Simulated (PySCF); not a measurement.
Bi(Br)(Me)2 (C2H6BiBr), SMILES [CH3][Bi]([CH3])[Br].

Coordinates come from a B3LYP-D3(BJ)/def2-SVP optimisation. The def2 effective core potentials stand for the cores of Bi; spin–orbit coupling is left out.

Two levels are set side by side: TDA-PBE/def2-SVPD (PySCF) and TDA-PBE0/def2-SVPD (PySCF). Vertical, same geometry. The lowest singlet is HOMO→LUMO 97 % with PBE and HOMO→LUMO 97 % with the other functional; states are paired by order. Differences are taken from unrounded values.

| quantity | TDA-PBE0 |
|---|---|
| lowest singlet excitation (eV) | 4.12 |
| lowest triplet excitation (TDA) (eV) | 3.51 |
| first bright state (f over 0.05) (eV) | 5.77 |
| its oscillator strength | 0.08 |

Question: What does TDA-PBE give, and how far is it from TDA-PBE0? (The exact figures need the calculation; the answer reports its results.)

Answer: 
```csv
quantity,TDA-PBE,TDA-PBE minus TDA-PBE0
lowest singlet excitation (eV),3.81,-0.31
lowest triplet excitation (TDA) (eV),3.31,-0.20
first bright state (f over 0.05) (eV),6.12,0.35
its oscillator strength,0.05,-0.03
```

Functionals without exact exchange tend to place singlet excitations lower, as here. Differences between two approximate levels are no errors against the true value.

Rough cost on one machine, each run with all the roots and properties that it gave: TDA-PBE0 against TDA-PBE about 2 times.
